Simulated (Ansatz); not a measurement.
Two members of one family (Series [InX4]-), computed with Ansatz in the gas phase; def2 core potentials for In, no spin–orbit coupling. The two geometries come from different levels. A dash marks a value that wasn't run or was left out as unsound. The structures are stationary points that may keep the symmetry of their start. Remarks come from the PBE and PBE0 runs and from stability tests at other levels; not every state was tested. HOMO above LUMO (over both spins in singlets and doublets, within one spin in higher multiplets; at PBE or PBE0), or a gap under 0.15 eV within one spin, warns that the state may not be the lowest or that an electron is smeared out.

First: [InF4]- (singlet, charge -1, PBE0-D4/def2-SVPD geometry).

```
atom    x (Å)    y (Å)    z (Å)
 In1   0.0001  -0.0002   0.0001
  F2   1.4698   1.3013   0.3934
  F3   0.6385  -1.8601   0.3755
  F4  -0.5265   0.1491  -1.9260
  F5  -1.5819   0.4098   1.1571
```

| level | HOMO (eV) | vertical IE (eV) |
| --- | --- | --- |
| PBE-D4/def2-TZVPD | -3.69 | 6.82 |
| BLYP-D4/def2-TZVPD | -3.66 | – |
| r2SCAN-D4/def2-TZVPD | -4.12 | 7.13 |
| PBE0-D4/def2-TZVPD | -5.64 | 7.75 |
| CAM-B3LYP-D4/def2-TZVPD | -7.24 | – |

Remarks: gap within one spin near zero at PBE or PBE0 (neutral doublet).

Second: [InH4]- (singlet, charge -1, PBE-D4/def2-TZVPD geometry).

```xyz
5

In    0.000    0.000    0.000
H     0.309   -1.765   -0.098
H    -1.205    0.321    1.290
H    -0.634    0.587   -1.573
H     1.530    0.857    0.381
```

Problem. Estimate the same table for the second.

Solution. 
| level | HOMO (eV) | vertical IE (eV) |
| --- | --- | --- |
| PBE-D4/def2-TZVPD | -1.19 | 4.05 |
| BLYP-D4/def2-TZVPD | -1.11 | – |
| r2SCAN-D4/def2-TZVPD | -1.46 | 4.17 |
| PBE0-D4/def2-TZVPD | -2.31 | 4.34 |
| CAM-B3LYP-D4/def2-TZVPD | -3.67 | – |

Remarks: gap within one spin near zero at PBE or PBE0 (neutral doublet).
